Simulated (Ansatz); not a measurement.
A run for Ansatz (a first-principles code): R-r2SCAN/def2-TZVPP on FH3OSi (SMILES O[SiH2]F), a point of a torsion scan.

Ansatz 0.2 input:
```yaml
crystal:
  periodic: [false, false, false]
  atoms:
    - {symbol: O, position_ang: [1.13777792, -0.06525235, -0.46453126]}
    - {symbol: Si, position_ang: [-0.40045938, 0.02389901, 0.00963672]}
    - {symbol: F, position_ang: [-0.64326210, -1.09158538, 1.14570361]}
    - {symbol: H, position_ang: [1.87967638, 0.06322991, 0.12062170]}
    - {symbol: H, position_ang: [-1.14612439, -0.36759777, -1.16307761]}
    - {symbol: H, position_ang: [-0.73067757, 1.27377514, 0.67125101]}
basis:
  gaussian:
    orbitals: def2-TZVPP
hamiltonian:
  xc: {name: r2SCAN}
scf: {lower_state_search: off}
```

Program output:

```
WARN ansatz: RAYON_NUM_THREADS=1 ignored (pool sized by the plan → 1); use --threads N
Functional definition: r2SCAN
these checks for a lower state are left out or cut short: stability, starts, cluster_reference, orbital_swaps, neighbouring_geometries, increment
integrals: 0.05 GiB planned
772 factors; their error is unknown
mean field: 0.43 GiB planned
mean field evaluation 1: about -12687.0447 eV, gradient 6.4e1 eV
mean field evaluation 2: about -12670.3688 eV, gradient 1.1e2 eV
mean field evaluation 4: about -12692.9435 eV, gradient 6.8e0 eV
mean field evaluation 8: about -12692.9887 eV, gradient 1.8e-1 eV
mean field evaluation 16: about -12692.9887 eV, gradient 1.1e-6 eV
mean field -12692.98869735 eV, -466.4587310109 hartree, gradient 1.2e-6 eV, S^2 0.000000; 0 other end points of the search recorded, 0 dependent functions left out
reference -12692.98870669 eV, -466.4587313540 hartree; 17, 17 occupied and 129, 129 virtual orbitals, 772 factors
Total energy: -12692.98870669 eV, -466.4587313540 hartree
Checks for a lower state left out: stability, starts, cluster_reference, orbital_swaps, neighbouring_geometries, increment
```

Self-consistency was reached.

Cost: roughly 1.7 core-seconds.
